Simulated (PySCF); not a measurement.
**How methods differ on the excitation energy of P²⁺**

P²⁺ [Ne] 3s2 3p1 (2P) → P²⁺ [Ne] 3s1 3p2 (4P), as a difference of total energies. All numbers are calculated (PySCF 2.14, the spin-free X2C one-electron Hamiltonian (Gaussian nucleus), in aug-cc-pVDZ-DK (5s4p2d, 27 functions)). Correlated levels: valence: [Ne] frozen. The calculations carry no spin-orbit coupling.

| method | excitation energy (cm⁻¹) |
| --- | --- |
| UHF | 44674 |
| MP2 (valence) | 51415 |
| SCS-MP2 (valence) | 53815 |
| CCSD (valence) | 54827 |
| CCSD(T) (valence) | 54958 |
| CCSDT (valence) | 55017 |
| FCI (valence) | 55017 |
